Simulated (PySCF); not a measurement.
**C₆ coefficients of unlike pairs at PBE0**

Calculated with PySCF 2.14 from the dipole response of each species, C₆(A,B) = (3/π) ∫ α_A(iu) α_B(iu) du, in atomic units, from isotropic polarisabilities. For ions this is the dispersion term alone; charge-induced terms of lower order in 1/R come first.

```json
{"species": "Nb⁺", "configuration": "[Kr] 4d4 (5D)", "basis": "aug-cc-pVDZ-PP with ECP28MDF (5s5p4d2f)", "relativity": "core potential", "α (bohr³)": "26.90", "C₆ (like pair)": "174.4"}
{"species": "S²⁺", "configuration": "[Ne] 3s2 3p2 (3P)", "basis": "aug-cc-pV(D+d)Z (5s4p3d)", "relativity": "none", "α (bohr³)": "7.357", "C₆ (like pair)": "26.76"}
{"species": "K", "configuration": "[Ar] 4s1 (2S)", "basis": "x2c-TZVPPall with one added diffuse shell each of s, p, d type (7s5p4d)", "relativity": "spin-free X2C", "α (bohr³)": "331.0", "C₆ (like pair)": "4750"}
{"species": "C³⁺", "configuration": "[He] 2s1 (2S)", "basis": "dyall-av3z (15s9p3d2f)", "relativity": "spin-free X2C", "α (bohr³)": "3.178", "C₆ (like pair)": "2.538"}
```

(1) Estimate C₆ for K with S²⁺.

No spin-orbit coupling is included.

The other pairs:

| pair | C₆ |
| --- | --- |
| S²⁺, Nb⁺ | 66.63 |
| C³⁺, S²⁺ | 7.870 |
| K, Nb⁺ | 664.2 |
| C³⁺, Nb⁺ | 20.85 |
| C³⁺, K | 80.84 |

## Answers

(1) The integral gives 209.3. The combination rule 2 C_A C_B / (C_A α_B/α_A + C_B α_A/α_B) gives 194.1 and the geometric mean 356.5.
